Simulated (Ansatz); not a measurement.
C2H8InN can be A, `C[NH][InH][CH3]`, or B, `C[N](C)[InH2]`.

Program: Ansatz. Geometries: PBE0-D4/def2-TZVP. ΔE: electronic, gas phase. CCSD(T)/CBS is the MP2 limit (def2-TZVPP, def2-QZVPP) plus CCSD(T) − MP2 in def2-TZVPP, frozen cores. Functionals use def2-TZVPP. B3LYP here is the variant with VWN-RPA as its local correlation; programs differ in this. Elements past krypton have def2 core potentials. For In outer-core shells are correlated without core-valence functions, which leaves a few kJ/mol of doubt a bond. One conformer a species, not always the lowest.

Which isomer does CCSD(T)/CBS put lower? Give the gap. (Best estimate.)

The calculation gave: A, by 52.0 kJ/mol.

Give E(B) − E(A) in kJ/mol with CCSD(T)/def2-TZVPP, ωB97M-V, LDA (SPW92), HF/def2-TZVPP, CCSD(T)/def2-SVP, B3LYP-D4, PBE0-D4. (An estimate is asked.)

The calculation gave: CCSD(T)/def2-TZVPP 48.7, ωB97M-V 48.3, LDA (SPW92) 34.0, HF/def2-TZVPP 46.9, CCSD(T)/def2-SVP 29.0, B3LYP-D4 44.8, PBE0-D4 45.7. None reverses the order clearly.

Does the order hold for the free energy at 298.15 K (harmonic terms from PBE0-D4)? (An estimate is asked.)

Ansatz gave: Yes: G(B) − G(A) = +56.7 kJ/mol, for one conformer each. Modes under 60 cm⁻¹, often nearly free rotors, make the harmonic entropy too high.

Largest T1 diagnostic: 0.017.

Leaving LDA and LC-ωPBE aside and taking each functional with its dispersion term where it has one, the values, not all of them listed here, spread over 14.2 kJ/mol, from B97M-V to B2PLYP. LDA lies −13.5 kJ/mol from PBE without D4. At CCSD(T), def2-SVP lies −23.0 kJ/mol from the extrapolated value and def2-TZVPP −3.3 kJ/mol.
